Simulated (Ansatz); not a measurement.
Steps of a relaxation of `[CH3][AlH][CH]1CC1` with RKS PBE-D4/def2-SVP.

```sh
$ ansatz run in.yaml --threads 4 --pin off --events-out ev --progress --plain --max-ram 10444MiB
```

```yaml
crystal:
  periodic: [false, false, false]
  atoms:
    - {symbol: C, position_ang: [-1.926000, 1.081400, 0.291600]}
    - {symbol: Al, position_ang: [-0.341500, 0.608800, 1.288500]}
    - {symbol: C, position_ang: [1.176500, -0.231700, 0.314800]}
    - {symbol: C, position_ang: [0.944500, -1.507800, -0.415100]}
    - {symbol: C, position_ang: [1.136900, -0.251300, -1.207700]}
    - {symbol: H, position_ang: [-2.402100, 0.242900, -0.210800]}
    - {symbol: H, position_ang: [-1.683300, 1.879400, -0.488900]}
    - {symbol: H, position_ang: [-2.681300, 1.576000, 0.971500]}
    - {symbol: H, position_ang: [-0.264100, 0.858200, 2.909800]}
    - {symbol: H, position_ang: [2.245600, -0.232500, 0.757200]}
    - {symbol: H, position_ang: [1.688900, -2.255600, -0.447300]}
    - {symbol: H, position_ang: [-0.178200, -1.817900, -0.396700]}
    - {symbol: H, position_ang: [2.072400, -0.197100, -1.715700]}
    - {symbol: H, position_ang: [0.198800, 0.217900, -1.622400]}
basis:
  gaussian: {orbitals: def2-SVP}
hamiltonian: {xc: pbe, dispersion: d4}
relax: {f_tol: 0.03, max_steps: 200}
```

Positions (Å) and forces (eV/Å) along the path, 11 of 19 steps:

```xyz
14
step=1 energy=-10875.6067 eV
C    -1.926    1.081    0.292   -0.269    1.768    0.061
Al   -0.342    0.609    1.288    0.994   -0.297    0.582
C     1.177   -0.232    0.315    1.760    0.904    1.564
C     0.945   -1.508   -0.415   -4.023    0.352   -0.488
C     1.137   -0.251   -1.208   -1.549    0.133    0.699
H    -2.402    0.243   -0.211   -0.376   -0.515   -0.435
H    -1.683    1.879   -0.489   -0.150   -0.726    0.441
H    -2.681    1.576    0.972    0.301   -0.403   -0.354
H    -0.264    0.858    2.910   -0.010   -0.029   -0.397
H     2.246   -0.233    0.757   -1.327    0.361   -0.422
H     1.689   -2.256   -0.447    1.017   -1.347    0.027
H    -0.178   -1.818   -0.397    1.754   -0.351   -0.127
H     2.072   -0.197   -1.716    0.914    0.477   -0.897
H     0.199    0.218   -1.622    0.964   -0.328   -0.255
14
step=2 energy=-10875.9666 eV
C    -1.919    1.081    0.320   -0.256    0.613    0.059
Al   -0.308    0.627    1.327    0.318   -0.166   -0.015
C     1.158   -0.221    0.329    0.494    0.526    0.508
C     0.872   -1.505   -0.427   -1.019    0.112   -0.382
C     1.151   -0.242   -1.201   -0.672   -0.203    0.376
H    -2.375    0.226   -0.209   -0.071   -0.183   -0.115
H    -1.685    1.850   -0.462   -0.033   -0.214    0.147
H    -2.701    1.531    0.978    0.109   -0.135   -0.159
H    -0.217    0.906    2.911    0.040    0.010   -0.045
H     2.192   -0.167    0.761   -0.467   -0.105   -0.141
H     1.617   -2.299   -0.428    0.272   -0.353    0.034
H    -0.193   -1.859   -0.461    0.623   -0.016    0.063
H     2.121   -0.168   -1.695    0.208    0.136   -0.313
H     0.273    0.211   -1.714    0.455   -0.023   -0.017
14
step=6 energy=-10876.0300 eV
C    -1.948    1.040    0.339   -0.025   -0.015    0.004
Al   -0.274    0.674    1.313   -0.009    0.049   -0.037
C     1.156   -0.247    0.360   -0.006   -0.007    0.007
C     0.805   -1.491   -0.473    0.002   -0.012   -0.001
C     1.191   -0.226   -1.171   -0.008   -0.003    0.001
H    -2.318    0.154   -0.221    0.009   -0.006    0.003
H    -1.784    1.835   -0.423    0.009    0.002    0.012
H    -2.768    1.389    1.000    0.000   -0.006   -0.004
H    -0.085    1.146    2.834    0.014    0.006    0.042
H     2.153   -0.306    0.831    0.001   -0.004    0.000
H     1.524   -2.327   -0.466   -0.006    0.002   -0.003
H    -0.248   -1.819   -0.525    0.000   -0.010   -0.015
H     2.178   -0.183   -1.661    0.001    0.001    0.003
H     0.406    0.333   -1.708    0.017    0.003   -0.011
14
step=9 energy=-10876.0332 eV
C    -1.960    1.024    0.350   -0.001   -0.012    0.000
Al   -0.266    0.703    1.308   -0.001    0.012    0.003
C     1.147   -0.257    0.363   -0.021   -0.018   -0.002
C     0.786   -1.488   -0.487    0.030    0.013   -0.001
C     1.212   -0.226   -1.168    0.004   -0.003   -0.015
H    -2.291    0.136   -0.231    0.009    0.017    0.007
H    -1.825    1.845   -0.391   -0.008   -0.007    0.013
H    -2.793    1.325    1.018    0.010   -0.005   -0.007
H    -0.042    1.229    2.812    0.000   -0.005   -0.026
H     2.136   -0.340    0.849   -0.004    0.000   -0.001
H     1.491   -2.336   -0.473   -0.011    0.006    0.001
H    -0.270   -1.798   -0.564   -0.004    0.010    0.003
H     2.210   -0.199   -1.638   -0.007   -0.002    0.013
H     0.452    0.353   -1.721    0.003   -0.005    0.012
14
step=11 energy=-10876.0351 eV
C    -1.974    1.005    0.363   -0.050    0.025   -0.034
Al   -0.255    0.734    1.290   -0.001    0.013    0.026
C     1.140   -0.275    0.369   -0.006   -0.026    0.001
C     0.767   -1.486   -0.502    0.023    0.026    0.004
C     1.242   -0.230   -1.162   -0.009   -0.004   -0.014
H    -2.254    0.133   -0.271    0.010    0.065    0.034
H    -1.900    1.881   -0.324   -0.017   -0.074    0.063
H    -2.819    1.212    1.056    0.074   -0.017   -0.058
H     0.007    1.349    2.756   -0.006   -0.017   -0.047
H     2.118   -0.386    0.872   -0.017    0.005   -0.010
H     1.448   -2.353   -0.481   -0.013    0.010   -0.001
H    -0.297   -1.765   -0.604    0.017    0.014    0.004
H     2.251   -0.224   -1.606   -0.019   -0.001    0.013
H     0.511    0.375   -1.727    0.013   -0.017    0.020
14
step=12 energy=-10876.0358 eV
C    -1.975    1.006    0.362   -0.050    0.027   -0.039
Al   -0.253    0.739    1.284    0.004   -0.006    0.026
C     1.140   -0.277    0.370   -0.004   -0.015    0.001
C     0.767   -1.488   -0.500    0.011    0.021    0.001
C     1.243   -0.234   -1.161   -0.003   -0.005   -0.015
H    -2.245    0.147   -0.293    0.012    0.056    0.035
H    -1.915    1.900   -0.303   -0.014   -0.067    0.057
H    -2.821    1.186    1.061    0.065   -0.013   -0.051
H     0.013    1.358    2.746   -0.009   -0.003   -0.032
H     2.118   -0.386    0.874   -0.014    0.004   -0.006
H     1.447   -2.356   -0.478   -0.008    0.007   -0.001
H    -0.296   -1.766   -0.602    0.015    0.009    0.004
H     2.253   -0.228   -1.604   -0.015   -0.001    0.007
H     0.512    0.371   -1.727    0.011   -0.013    0.013
14
step=13 energy=-10876.0343 eV rejected
C    -1.975    1.012    0.360   -0.157    0.018   -0.122
Al   -0.258    0.728    1.281    0.057    0.116   -0.052
C     1.138   -0.288    0.372   -0.006   -0.019    0.033
C     0.773   -1.501   -0.494   -0.012   -0.019   -0.012
C     1.240   -0.247   -1.160   -0.014    0.005    0.004
H    -2.213    0.208   -0.378    0.018    0.146    0.128
H    -1.949    1.973   -0.215    0.003   -0.191    0.132
H    -2.830    1.095    1.071    0.108   -0.016   -0.124
H     0.025    1.409    2.709   -0.014   -0.030    0.019
H     2.117   -0.386    0.875    0.002   -0.004    0.004
H     1.455   -2.366   -0.471    0.008   -0.008   -0.004
H    -0.289   -1.782   -0.595    0.002   -0.006    0.000
H     2.250   -0.235   -1.601    0.005    0.004   -0.001
H     0.505    0.350   -1.726    0.000    0.004   -0.005
14
step=15 energy=-10876.0376 eV
C    -1.976    1.010    0.358   -0.073    0.050   -0.056
Al   -0.250    0.747    1.269    0.016    0.008   -0.017
C     1.138   -0.289    0.373    0.004    0.007    0.011
C     0.770   -1.501   -0.492   -0.017   -0.015   -0.004
C     1.243   -0.250   -1.159    0.006    0.000    0.007
H    -2.201    0.223   -0.396    0.010    0.063    0.060
H    -1.970    1.985   -0.189   -0.005   -0.104    0.063
H    -2.827    1.061    1.072    0.053   -0.011   -0.065
H     0.027    1.415    2.703   -0.004    0.004    0.014
H     2.116   -0.390    0.877    0.007   -0.002    0.002
H     1.449   -2.369   -0.467    0.007   -0.002    0.000
H    -0.293   -1.778   -0.594   -0.006   -0.008   -0.001
H     2.253   -0.242   -1.600    0.007    0.001   -0.006
H     0.510    0.349   -1.727   -0.004    0.007   -0.008
14
step=16 energy=-10876.0382 eV
C    -1.976    1.011    0.358   -0.029    0.018   -0.027
Al   -0.249    0.750    1.268    0.005    0.012   -0.005
C     1.139   -0.288    0.372    0.005    0.003    0.006
C     0.769   -1.501   -0.491   -0.010   -0.007   -0.003
C     1.244   -0.251   -1.160    0.000   -0.001    0.004
H    -2.194    0.229   -0.401    0.001    0.025    0.024
H    -1.976    1.987   -0.180   -0.002   -0.041    0.030
H    -2.828    1.050    1.070    0.026   -0.006   -0.028
H     0.025    1.420    2.703    0.000   -0.002    0.002
H     2.117   -0.391    0.877    0.000   -0.001    0.000
H     1.446   -2.370   -0.465    0.002    0.001    0.000
H    -0.295   -1.777   -0.593    0.000   -0.003    0.000
H     2.254   -0.246   -1.601    0.000    0.001   -0.001
H     0.512    0.348   -1.729    0.001    0.001   -0.002
14
step=17 energy=-10876.0387 eV
C    -1.975    1.012    0.356   -0.001    0.002    0.000
Al   -0.246    0.757    1.264    0.002   -0.005   -0.004
C     1.140   -0.288    0.372   -0.003   -0.001    0.002
C     0.766   -1.502   -0.488    0.002    0.003    0.000
C     1.244   -0.256   -1.160    0.000    0.000    0.003
H    -2.180    0.250   -0.425    0.002    0.001   -0.003
H    -1.994    2.004   -0.149   -0.003    0.002    0.002
H    -2.828    1.013    1.067    0.001   -0.003    0.001
H     0.028    1.431    2.697    0.000    0.002    0.001
H     2.118   -0.392    0.876   -0.001    0.001   -0.001
H     1.443   -2.372   -0.460   -0.001    0.000    0.002
H    -0.298   -1.778   -0.588    0.001    0.002   -0.002
H     2.254   -0.253   -1.601   -0.001   -0.004   -0.002
H     0.514    0.345   -1.731   -0.001    0.000    0.001
14
step=19 energy=-10876.0392 eV
C    -1.975    1.014    0.355    0.006   -0.003    0.003
Al   -0.244    0.761    1.260    0.006    0.005   -0.006
C     1.141   -0.287    0.372   -0.008   -0.003   -0.004
C     0.764   -1.504   -0.485    0.008    0.001    0.002
C     1.246   -0.260   -1.161   -0.001    0.000    0.001
H    -2.165    0.275   -0.451    0.000   -0.002   -0.006
H    -2.015    2.022   -0.115   -0.001    0.007    0.000
H    -2.828    0.973    1.065   -0.005   -0.004    0.006
H     0.033    1.444    2.688   -0.002   -0.001    0.002
H     2.119   -0.393    0.876    0.000    0.001    0.002
H     1.439   -2.374   -0.454   -0.002   -0.002    0.000
H    -0.300   -1.777   -0.585   -0.003    0.001    0.001
H     2.255   -0.263   -1.602    0.001    0.000    0.001
H     0.518    0.341   -1.733   -0.002   -0.001    0.000
```

Hardware: 4 threads of an Arm Neoverse V1 on a shared host. Wall time 26 s, peak host memory 0.16 GiB.
